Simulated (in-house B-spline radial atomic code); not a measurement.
Values are calculated unless marked as measured or tabulated.
**Ghost states of the separable form: Mn**

Mn, [Ar] 3d5 4s2, non-relativistic LDA (VWN5), spherical and spin-unpolarised, from an all-electron radial atomic-structure program (B-spline basis) (atomic units; all potentials screened as in the neutral atom).

Troullier-Martins channels: 4s (ε = -0.1911, r_c = 2.17 bohr), 3d (ε = -0.2665, r_c = 1.963 bohr). In the Kleinman-Bylander form one channel serves as the local potential, and each other channel l becomes |δV u><u δV|/<u|δV|u>, with δV = V_l − V_local and u the pseudo-orbital. Its strength is E_KB = <u|δV²|u>/<u|δV|u>. By the analysis of Gonze, Stumpf and Scheffler a spurious state lies below the reference level ε if E_KB > 0 and ε is above the second level of the local potential alone, or if E_KB < 0 and ε is above its first. The table's levels are those of angular momentum l in a sphere of 9 bohr, whose wall can lift a shallow ε a little above its free-atom value.

```tsv
local	channel	<u δV u>	<u δV² u>	ε	first local level	second local level
s	d	-5.0294	44.908	-0.2665	0.0911	0.3319
d	s	0.17556	0.99242	-0.1906	-7.7953	-0.7672
```

Apply the rule to each row.

Local s, channel d: E_KB = -8.93, so ε = -0.2665 is set against 0.0911: no ghost. Local d, channel s: E_KB = +5.65, so ε = -0.1906 is set against -0.7672: a ghost.

Diagonalising the separable Hamiltonian gives:

| local | channel | three lowest levels | all-electron, two lowest valence levels |
| --- | --- | --- | --- |
| s | d | -0.2665, 0.1085, 0.3819 | -0.2665, 0.1061 |
| d | s | -4.3530, -0.1906, 0.0927 | -0.1906, 0.0932 |

Which choices of local channel are safe?

Free of ghosts: s. With d local the s channel has a ghost 4.16 hartree below ε, since the local potential binds more than one state below ε, and a repulsive term of rank one raises each level at most to the next, so it clears only one of them. Among the safe choices the second level, which tests transfer, is off by at most 2.4 millihartree (s local).
